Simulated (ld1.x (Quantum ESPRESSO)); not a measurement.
indium: one change to an RRKJ potential, before and after

ld1.x (Quantum ESPRESSO) 7.5 input, shortened:

```
&input
   title='In', zed=49., rel=1, dft='PBESOL', iswitch=3,
   config='[Kr] 4d10 5s2 5p1'
 /
 &inputp
   pseudotype=2, tm=.false., lloc=0,
   nlcc=.true., rcore=1.00
 /
3
5P  2  1   1.00   0.00  2.30  2.30  0.0
4D  3  2  10.00   0.00  1.30  1.30  0.0
5S  1  0   2.00   0.00  1.80  1.80  0.0
 &test
   configts(1)='4d10 5s2 5p1'
 /
```

Change: wave 5p (bound): rc 2.30 bohr becomes 5p (bound): rc 2.88 bohr.

Cutoffs: the cutoffs (Ry, on a coarse ladder) from which the occupation-weighted sum of valence levels, in a spherical-Bessel basis at the reference potential, stays within 10 and 1 mRy of its value at 400 Ry; they do not see the model core or the augmentation charge, which bear on the density cutoff. Errors are all-electron minus pseudo energies relative to the spin-unpolarised reference configuration.

**Question.** Predict the effect on cutoff, ghosts and configuration errors.

**Answer.** The potential gets neither clearly harder nor softer (80 Ry and 100 Ry → 80 Ry and 100 Ry); of the 7 tests that both files solve, the error grows in 2 and shrinks in 2 by more than 15 % and 0.3 meV (median size 3.3 → 5.0 meV); neither file shows a bound ghost.

```tsv
quantity	base	changed
cutoff, loose	80 Ry	80 Ry
cutoff, tight	100 Ry	100 Ry
bound ghosts	none	none
error for 4d10 5s2 5p0, meV [ΔE 5.36 eV]	-2.8	-2.3
error for 4d10 5s1 5p0, meV [ΔE 24.64 eV]	-13	-10
error for 4d10 5s0 5p0, meV [ΔE 52.90 eV]	-61	-54
error for 4d10 5s2 5p0.5, meV [ΔE 1.94 eV]	-0.7	-0.7
error for 4d10 5s1 5p2, meV [ΔE 5.88 eV]	-3.2	-5.0
error for 4d10 5s1 5p1, meV [ΔE 12.01 eV]	-3.3	-4.6
error for 4d9 5s2 5p2, meV [ΔE 18.26 eV]	-298	-307
```
